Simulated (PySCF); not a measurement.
# Bond lengths and vibrations by method: BH3NO2 anion

These are calculations, not measurements. They come from PySCF 2.14.0, an open-source quantum chemistry program, on an isolated molecule that a program drew, which may never have been made. The molecule is BH3NO2 anion (charge -1, singlet), drawn as the SMILES string `NB([O-])O`.

The geometry was optimised and harmonic frequencies were computed with HF and MP2, all in the aug-cc-pVDZ basis, for the commonest isotopes, with a restricted reference for singlets and an unrestricted one otherwise, and a frozen core in MP2. Each result is a local minimum of its method.

Geometry at the HF minimum:
```xyz
7
BH3NO2 anion, angstrom
N    -0.0028    1.8672   -0.4368
B     0.1869    0.3995   -0.5720
O    -0.1815   -0.3296   -1.5655
O     0.8401   -0.1168    0.6084
H     0.6213    2.3619    0.1665
H    -0.1475    2.3528   -1.2969
H     0.9029   -1.0459    0.4691
```

Lengths of the bonds as drawn, in Å (atoms numbered as above):
```
bond,HF,MP2
N1-B2,1.486,1.501
B2-O3,1.286,1.315
B2-O4,1.445,1.475
N1-H5,0.999,1.017
N1-H6,0.998,1.015
O4-H7,0.942,0.967
```

Rotational constants, in GHz:
| constant | HF | MP2 |
|---|---|---|
| A | 10.26 | 9.819 |
| B | 9.423 | 9.22 |
| C | 4.93 | 4.777 |

Harmonic frequencies in cm^-1, each column in rising order, so a row needn't be the same motion in every method:
| rank | HF | MP2 |
|---|---|---|
| 1 | 384 | 352 |
| 2 | 440 | 406 |
| 3 | 472 | 437 |
| 4 | 491 | 465 |
| 5 | 539 | 517 |
| 6 | 772 | 689 |
| 7 | 816 | 755 |
| 8 | 961 | 889 |
| 9 | 1116 | ? |
| 10 | 1232 | 1144 |
| 11 | 1610 | 1482 |
| 12 | 1715 | 1581 |
| 13 | 3772 | 3559 |
| 14 | 3874 | 3680 |
| 15 | 4197 | 3835 |

**Estimate the missing MP2 frequency from the HF column.**

A single factor s that minimises the squared misfit of MP2 against s times HF over the other rows is sum(HF x MP2) / sum(HF^2) = 0.9323, with an rms misfit of 32 cm^-1. For rank 9 it gives 0.9323 x 1116 = 1040 cm^-1. The calculation gives 1026 cm^-1, 14 cm^-1 below the estimate. The drawn bonds are on average 1.9 % longer in MP2 than in HF.
